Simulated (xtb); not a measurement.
xtb input (GFN1-xTB):

```bash
xtb mol.xyz --gfn 1 --sp --chrg -1 --uhf 0
```
mol.xyz:
```
17

C      2.32789572    -0.42765613    -0.50848369
C      1.50607480    -0.30299822     0.77295281
C      0.19692976    -0.06002438     0.95542187
C     -0.70239563     0.13849557    -0.24261442
C     -1.33982300     1.53421192    -0.18457204
C     -1.80533704    -0.92978637    -0.24342187
H      1.72514454    -0.29226280    -1.40941714
H      3.14023290     0.31402311    -0.54759742
H      2.81417479    -1.41182524    -0.58881737
H      2.14075191    -0.44408932     1.65990710
H     -0.20669138     0.06859332    -1.23698037
H     -2.04667090     1.69708957    -1.01031540
H     -1.86520111     1.65573899     0.76757979
H     -0.56929943     2.30820063    -0.23295857
H     -2.51569032    -0.78546298    -1.06960837
H     -1.36969137    -1.92832971    -0.33414333
H     -2.34712728    -0.89512989     0.70665516
```

Output:

```
           -------------------------------------------------
          |                Calculation Setup                |
           -------------------------------------------------

           -------------------------------------------------
          |                 G F N 1 - x T B                 |
           -------------------------------------------------

        Reference                      10.1021/acs.jctc.7b00118
      * Hamiltonian:
        H0-scaling (s, p, d)           1.850000    2.250000    2.000000
        zeta-weighting                 0.000000
      * Dispersion:
        s8                             2.400000
        a1                             0.630000
        a2                             5.000000
        s9                             0.000000
      * Repulsion:
        kExp                           1.500000
        rExp                           1.000000
      * Coulomb:
        alpha                          2.000000
        third order                    atomic
        anisotropic                    false
      * Halogen bond correction:
        rad-scale                      1.300000
        damping                        0.440000

          ...................................................
          :                      SETUP                      :
          :.................................................:
          :  # basis functions                  46          :
          :  # atomic orbitals                  46          :
          :  # shells                           34          :
          :  # electrons                        36          :
          :  # halogen bonds                     0          :
          :  max. iterations                   250          :
          :  Hamiltonian                  GFN1-xTB          :
          :  restarted?                      false          :
          :  GBSA solvation                  false          :
          :  PC potential                    false          :
          :  electronic temp.          300.0000000     K    :
          :  accuracy                    1.0000000          :
          :  -> integral cutoff          0.2500000E+02      :
          :  -> integral neglect         0.1000000E-07      :
          :  -> SCF convergence          0.1000000E-05 Eh   :
          :  -> wf. convergence          0.2000000E-04 e    :
          :  Broyden damping             0.4000000          :
          :  net charge                         -1          :
          :  unpaired electrons                  0          :
          ...................................................

 iter      E             dE          RMSdq      gap      omega  full diag
   1    -18.9668417 -0.189668E+02  0.844E+00    3.65       0.0  T
   2    -18.9967886 -0.299469E-01  0.505E+00    3.42       1.0  T
   3    -18.9981632 -0.137460E-02  0.689E-01    3.33       1.0  T
   4    -18.9994938 -0.133060E-02  0.893E-02    3.34       1.0  T
   5    -18.9995396 -0.458227E-04  0.892E-03    3.36       2.7  T
   6    -18.9995401 -0.545179E-06  0.381E-03    3.36       6.4  T
   7    -18.9995402 -0.720019E-07  0.686E-04    3.36      35.3  T
   8    -18.9995402 -0.177522E-08  0.926E-05    3.36     261.9  T
   9    -18.9995402 -0.315801E-10  0.255E-05    3.36     950.8  T

   *** convergence criteria satisfied after 9 iterations ***

         #    Occupation            Energy/Eh            Energy/eV
      -------------------------------------------------------------
         1        2.0000           -0.4650070             -12.6535
       ...           ...                  ...                  ...
        12        2.0000           -0.3059039              -8.3241
        13        2.0000           -0.2926414              -7.9632
        14        2.0000           -0.2867710              -7.8034
        15        2.0000           -0.2775947              -7.5537
        16        2.0000           -0.2354889              -6.4080
        17        2.0000           -0.1694648              -4.6114
        18        2.0000           -0.1111433              -3.0244 (HOMO)
        19                          0.0122567               0.3335 (LUMO)
        20                          0.0441636               1.2018
        21                          0.0514013               1.3987
        22                          0.0544409               1.4814
        23                          0.0832704               2.2659
       ...                                ...                  ...
        46                          0.8159749              22.2038
      -------------------------------------------------------------
                  HL-Gap            0.1234000 Eh            3.3579 eV
             Fermi-level           -0.0494433 Eh           -1.3454 eV

 SCC (total)                   0 d,  0 h,  0 min,  0.013 sec
 SCC setup                      ...        0 min,  0.000 sec (  0.678%)
 Dispersion                     ...        0 min,  0.000 sec (  0.420%)
 classical contributions        ...        0 min,  0.000 sec (  0.209%)
 integral evaluation            ...        0 min,  0.003 sec ( 24.941%)
 iterations                     ...        0 min,  0.003 sec ( 21.487%)
 molecular gradient             ...        0 min,  0.007 sec ( 51.331%)
 printout                       ...        0 min,  0.000 sec (  0.821%)

         :::::::::::::::::::::::::::::::::::::::::::::::::::::
         ::                     SUMMARY                     ::
         :::::::::::::::::::::::::::::::::::::::::::::::::::::
         :: total energy             -18.740555235342 Eh    ::
         :: gradient norm              0.030545750242 Eh/a0 ::
         :: HOMO-LUMO gap              3.357884869752 eV    ::
         ::.................................................::
         :: SCC energy               -18.999540206899 Eh    ::
         :: -> electrostatic           0.115111983437 Eh    ::
         :: repulsion energy           0.265102205222 Eh    ::
         :: dispersion energy         -0.006117233665 Eh    ::
         :: halogen bond corr.         0.000000000000 Eh    ::
         :: add. restraining           0.000000000000 Eh    ::
         :: total charge              -1.000000000000 e     ::
         :::::::::::::::::::::::::::::::::::::::::::::::::::::

           -------------------------------------------------
          |                Property Printout                |
           -------------------------------------------------

    * Orbital Energies and Occupations

         #    Occupation            Energy/Eh            Energy/eV
      -------------------------------------------------------------
         1        2.0000           -0.4650070             -12.6535
       ...           ...                  ...                  ...
         6        2.0000           -0.3711602             -10.0998
         7        2.0000           -0.3605284              -9.8105
         8        2.0000           -0.3431364              -9.3372
         9        2.0000           -0.3376784              -9.1887
        10        2.0000           -0.3344278              -9.1002
        11        2.0000           -0.3308279              -9.0023
        12        2.0000           -0.3059039              -8.3241
        13        2.0000           -0.2926414              -7.9632
        14        2.0000           -0.2867710              -7.8034
        15        2.0000           -0.2775947              -7.5537
        16        2.0000           -0.2354889              -6.4080
        17        2.0000           -0.1694648              -4.6114
        18        2.0000           -0.1111433              -3.0244 (HOMO)
        19                          0.0122567               0.3335 (LUMO)
        20                          0.0441636               1.2018
        21                          0.0514013               1.3987
        22                          0.0544409               1.4814
        23                          0.0832704               2.2659
        24                          0.0963270               2.6212
        25                          0.1085045               2.9526
        26                          0.1141371               3.1058
        27                          0.1196355               3.2554
        28                          0.1247765               3.3953
        29                          0.1382422               3.7618
       ...                                ...                  ...
        46                          0.8159749              22.2038
      -------------------------------------------------------------
                  HL-Gap            0.1234000 Eh            3.3579 eV
             Fermi-level           -0.0494433 Eh           -1.3454 eV

  Mulliken/CM5 charges         n(s)   n(p)   n(d)
     1C    -0.09483 -0.23965   1.004  3.091  0.000
     2C    -0.05304 -0.11043   1.037  3.016  0.000
     3C    -0.50926 -0.52066   1.322  3.188  0.000
     4C     0.06275 -0.00288   1.035  2.902  0.000
     5C    -0.08078 -0.22755   1.008  3.073  0.000
     6C    -0.08078 -0.22755   1.008  3.073  0.000
     7H    -0.00414  0.04808   1.004  0.000  0.000
     8H    -0.02934  0.02058   1.029  0.000  0.000
     9H    -0.02934  0.02058   1.029  0.000  0.000
    10H    -0.07288 -0.01893   1.073  0.000  0.000
    11H    -0.03468  0.02242   1.035  0.000  0.000
    12H    -0.02732  0.02342   1.027  0.000  0.000
    13H    -0.00779  0.04456   1.008  0.000  0.000
    14H    -0.00173  0.05001   1.002  0.000  0.000
    15H    -0.02732  0.02342   1.027  0.000  0.000
    16H    -0.00173  0.05001   1.002  0.000  0.000
    17H    -0.00779  0.04456   1.008  0.000  0.000

Wiberg/Mayer (AO) data.
largest (>0.10) Wiberg bond orders for each atom

 ---------------------------------------------------------------------------
     #   Z sym  total        # sym  WBO       # sym  WBO       # sym  WBO
 ---------------------------------------------------------------------------
     1   6 C    3.973 --     9 H    0.982     8 H    0.982     7 H    0.979
                             2 C    0.970
     2   6 C    3.953 --     3 C    1.950     1 C    0.970    10 H    0.969
     3   6 C    3.163 --     2 C    1.950     4 C    0.993
     4   6 C    3.959 --     3 C    0.993     5 C    0.989     6 C    0.989
                            11 H    0.952
     5   6 C    3.989 --     4 C    0.989    12 H    0.988    14 H    0.987
                            13 H    0.986
     6   6 C    3.989 --     4 C    0.989    15 H    0.988    16 H    0.987
                            17 H    0.986
     7   1 H    1.016 --     1 C    0.979
     8   1 H    1.018 --     1 C    0.982
     9   1 H    1.018 --     1 C    0.982
    10   1 H    1.036 --     2 C    0.969
    11   1 H    1.011 --     4 C    0.952
    12   1 H    1.012 --     5 C    0.988
    13   1 H    1.031 --     5 C    0.986
    14   1 H    1.022 --     5 C    0.987
    15   1 H    1.012 --     6 C    0.988
    16   1 H    1.022 --     6 C    0.987
    17   1 H    1.031 --     6 C    0.986
 ---------------------------------------------------------------------------

Topologies differ in total number of bonds
Writing topology from bond orders to xtbtopo.mol

 dipole moment from electron density (au)
     X       Y       Z
  -0.4615   0.1283  -1.7226  total (Debye):    4.545

           -------------------------------------------------
          | TOTAL ENERGY              -18.740555235342 Eh   |
          | GRADIENT NORM               0.030545750242 Eh/α |
          | HOMO-LUMO GAP               3.357884869752 eV   |
           -------------------------------------------------

------------------------------------------------------------------------
------------------------------------------------------------------------
 total:
Note: The following floating-point exceptions are signalling: IEEE_DENORMAL
normal termination of xtb
 SCF:
```

It need not be the lowest isomer of its formula. Whether it binds its extra electron was not tested at this geometry.
